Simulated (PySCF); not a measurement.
# What each rung costs, and what it gives

Saddle point of BH$_{4}$O$_{2}$F, singlet (BH₂O₂F ([OH][B]([OH])[F]) + H₂ → BH₃O₂ ([OH][BH][OH]) + HF; bonds formed: B1–H6, F2–H5; bonds broken: B1–F2, H5–H6), PBE0-D4/def2-TZVP structure:

B1  (-0.200, -0.141, 0.126)
F2  (0.330, 1.303, -0.647)
O3  (-1.141, -0.778, -0.615)
O4  (-0.433, 0.065, 1.447)
H5  (1.044, 0.391, -0.519)
H6  (1.094, -0.550, -0.150)
H7  (-0.941, -0.848, -1.549)
H8  (0.248, 0.557, 1.906)
(Å)

Barriers are electronic and count from the start structure reached by relaxing down the imaginary mode.

Computed with PySCF 2.14 with density fitting (its default auxiliary sets; JK sets also for MP2 and CCSD(T)) (basis: as named in each row); correlated methods freeze the cores. B3LYP uses VWN-RPA correlation. Extrapolation: Hartree–Fock as exp(−7.88 √X), correlation as X^−2.97.

Times are rough, for one single point on 4 threads of a shared host (Intel Xeon Platinum 8488C).

The estimate by CCSD(T) at an estimated basis limit (MP2 extrapolated from triple and quadruple zeta, plus CCSD(T) − MP2 in triple zeta) is 2.568 eV.

```json
{"method": "HF", "basis": "STO-3G", "time (s)": "under 1", "barrier (eV)": "4.475", "method less estimate": "1.908"}
{"method": "B3LYP-D4", "basis": "6-31G", "time (s)": "2", "barrier (eV)": "2.580", "method less estimate": "0.012"}
{"method": "MP2", "basis": "def2-QZVPP", "time (s)": "3", "barrier (eV)": "2.528", "method less estimate": "-0.039"}
{"method": "PBE0-D4", "basis": "def2-SVP", "time (s)": "3", "barrier (eV)": "2.265", "method less estimate": "-0.303"}
{"method": "PBE-D4", "basis": "def2-SVP", "time (s)": "3", "barrier (eV)": "2.059", "method less estimate": "-0.509"}
{"method": "SPW92", "basis": "def2-TZVPP", "time (s)": "6", "barrier (eV)": "1.809", "method less estimate": "-0.759"}
{"method": "BHLYP-D4", "basis": "def2-TZVPP", "time (s)": "6", "barrier (eV)": "2.735", "method less estimate": "0.167"}
{"method": "PBE0-D4", "basis": "def2-TZVPP", "time (s)": "7", "barrier (eV)": "2.345", "method less estimate": "-0.222"}
{"method": "B3LYP-D4", "basis": "def2-TZVPP", "time (s)": "7", "barrier (eV)": "2.511", "method less estimate": "-0.057"}
{"method": "CCSD(T)", "basis": "def2-SVP", "time (s)": "8", "barrier (eV)": "2.626", "method less estimate": "0.058"}
{"method": "PBE-D4", "basis": "def2-TZVPP", "time (s)": "8", "barrier (eV)": "2.149", "method less estimate": "-0.419"}
{"method": "r2SCAN-D4", "basis": "def2-TZVPP", "time (s)": "14", "barrier (eV)": "2.336", "method less estimate": "-0.232"}
{"method": "wB97M-V", "basis": "def2-TZVPP", "time (s)": "120", "barrier (eV)": "2.474", "method less estimate": "-0.094"}
{"method": "CCSD(T)", "basis": "def2-TZVPP", "time (s)": "170", "barrier (eV)": "2.575", "method less estimate": "0.007"}
```

All methods are single points on the PBE0-D4 structures.

The T1 diagnostic stays at or below 0.014.

Labels in which every atom is bracketed show which atoms are joined, not bond orders.
